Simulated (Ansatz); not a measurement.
H3W2, relaxed as a quartet with UKS PBE-D4/def2-TZVP in Ansatz, starting from the PBE-D4/def2-TZVP geometry of the neutral doublet. Force threshold 0.02 eV/Å.

In the def2 sets W takes a core potential; there is no spin–orbit coupling. At PBE-D4/def2-TZVP a doublet of charge 0 lies 0.51 eV below the quartet, each at its own geometry. The structure comes from a short search, and lower isomers may exist.

Start:

```tsv
atom	x (Å)	y (Å)	z (Å)
W1	0.497	0.646	-0.396
W2	-0.554	-0.393	1.207
H3	2.020	0.454	0.389
H4	-2.032	-0.170	0.373
H5	0.068	-0.537	-1.574
```

Q: Estimate the energy that the relaxation releases and the steps that it takes.

A: 13.1 kJ/mol, in 15 steps; 29 s on 4 threads of Arm Neoverse V2 on a shared host. The force fell under the threshold at step 5, but the optimiser went on and released 0.069 eV more. No frequencies were taken in this run, so the end may be a saddle point.

Q: Does the start keep its bonding?

A: By distances, no bond broke or formed. The bond that changes most is W1–W2, from 2.18 to 2.23 Å (atoms count from 1).

Q: Predict the relaxed structure.

A: 
```xyz
5

W     0.422    0.501   -0.556
W    -0.702   -0.778    0.890
H     1.787    0.708    0.477
H    -2.036    0.293    0.953
H     0.529   -0.725   -1.763
```
Bond lengths (bridged metal pairs left out): 1 × W–W 2.23 Å; 3 × H–W 1.71 to 1.72 Å.
